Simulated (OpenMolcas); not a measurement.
## neutral zinc: effect of the active space

```
Program             : OpenMolcas 26.06
Method              : CASSCF or its RAS form
Basis               : ANO-RCC-VQZP
Scalar Hamiltonian  : DKH4, point nucleus
Spin-orbit coupling : RASSI with atomic mean-field integrals over the reference wave functions, term energies averaged over their components
```

A. 2 electrons in 4 orbitals (4s 4p); 2S+1 = 3 even, 3 roots (0 in the spin-orbit step); 2S+1 = 1 even, 1 root; 2S+1 = 3 odd, 3 roots; 2S+1 = 1 odd, 3 roots; cost of the order of 18 core-seconds
B. 2 electrons in 9 orbitals (RAS2 4s 4p; RAS3 4d, at most 2 electrons); 2S+1 = 3 even, 3 roots (0 in the spin-orbit step); 2S+1 = 1 even, 1 root; 2S+1 = 3 odd, 3 roots; cost roughly 27 core-seconds

Energies in cm⁻¹ above 4s² ¹S₀, the measured ground level; measured values from NIST Handbook of Basic Atomic Spectroscopic Data.

```json
{"Level": "4s² ¹S₀", "A": "0.0", "B": "0.0", "Measured": "0.0"}
{"Level": "4s 4p ³P°₀", "A": "29122", "B": "28565", "Measured": "32311"}
{"Level": "4s 4p ³P°₁", "A": "29279", "B": "28727", "Measured": "32501"}
{"Level": "4s 4p ³P°₂", "A": "29595", "B": "29050", "Measured": "32890"}
```

Deviations, from unrounded energies. A percentage is the sum of absolute deviations over the sum of measured energies, with the sign that they share, or ± where signs differ.

```tsv
Against measurement	Levels	A	B
mean absolute deviation (cm-1)	3	3200	3800
other configurations (%)	3	-9.9	-11.6
```

A lies closest to measurement on these levels. The largest miss of A in the table is 4s 4p ³P°₂, by -3300 cm-1. The ranking rests on the paired levels alone, and a cruder setting can come out closer through cancelling errors.

Between A and B the level of the table that moves most is 4s 4p ³P°₀, by 560 cm-1 (lowest in B, highest in A).

Some high roots are left out of the spin-orbit mixing, which shifts the levels that they would mix with. Without dynamic correlation excited terms often stand tens of per cent too high (terms of higher spin than the ground term too low), and those without a measured partner can miss by more than the paired ones. Active for correlation alone: 4d; no level in the range computed is led by a configuration that fills it, so any true level of that kind is missing (holds for B). Computed and measured levels are paired by configuration, term and J; levels that our copy of the source lacks, or whose pairing is in doubt (as where it misses far off the trend of its configuration), stay unpaired and out of the deviations. Levels of configurations outside the active space are missing. Levels that lie high or do not pair safely by name in every column are left out.

° marks odd parity.
